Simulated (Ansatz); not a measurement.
The pair A = H2O (SMILES O) (first 3 atoms), B = HCl (SMILES Cl); geometry from B3LYP-D3(BJ)/def2-TZVP.
(charge 0, multiplicity 1):
```json
[
 {"atom": "O", "x (Å)": "0.2116", "y (Å)": "0.5618", "z (Å)": "0.1773"},
 {"atom": "H", "x (Å)": "0.7237", "y (Å)": "-0.1570", "z (Å)": "-0.2099"},
 {"atom": "H", "x (Å)": "-0.6615", "y (Å)": "0.5165", "z (Å)": "-0.2283"},
 {"atom": "Cl", "x (Å)": "0.0821", "y (Å)": "0.3819", "z (Å)": "3.3164"},
 {"atom": "H", "x (Å)": "0.1580", "y (Å)": "0.5022", "z (Å)": "2.0199"}
]
```

Correlated levels freeze the cores.

The values were computed with Ansatz (Gaussian basis) for Hartree–Fock, density functionals and correlated methods. Values without a source in brackets are computed.

Total energies (hartree), monomers frozen at their geometry in the pair:

| structure | MP2/aug-cc-pV(D+d)Z | MP2/aug-cc-pV(T+d)Z | CCSD(T)/aug-cc-pV(T+d)Z |
|---|---|---|---|
| AB | -536.5277223 | -536.6548439 | -536.6966086 |
| A in the pair's basis | -76.2618594 | -76.3293376 | -76.3426765 |
| B in the pair's basis | -460.2575771 | -460.3165328 | -460.3457024 |
| A | -76.2607920 | -76.3288769 | -76.3422189 |
| B | -460.2569751 | -460.3160954 | -460.3452699 |

### Question
Work out the interaction energy without and with the counterpoise correction, and the superposition error, for each level.

### Answer

E(AB) − E(A) − E(B), times 627.509 kcal/mol, with the monomers in their own basis and then in the pair's basis:
- MP2/aug-cc-pV(D+d)Z: -6.25 uncorrected, -5.20 corrected; the monomers gain 1.05 kcal/mol from borrowed functions
- MP2/aug-cc-pV(T+d)Z: -6.19 uncorrected, -5.63 corrected; the monomers gain 0.56 kcal/mol from borrowed functions
- CCSD(T)/aug-cc-pV(T+d)Z: -5.72 uncorrected, -5.16 corrected; the monomers gain 0.56 kcal/mol from borrowed functions

Ansatz is a first-principles code.
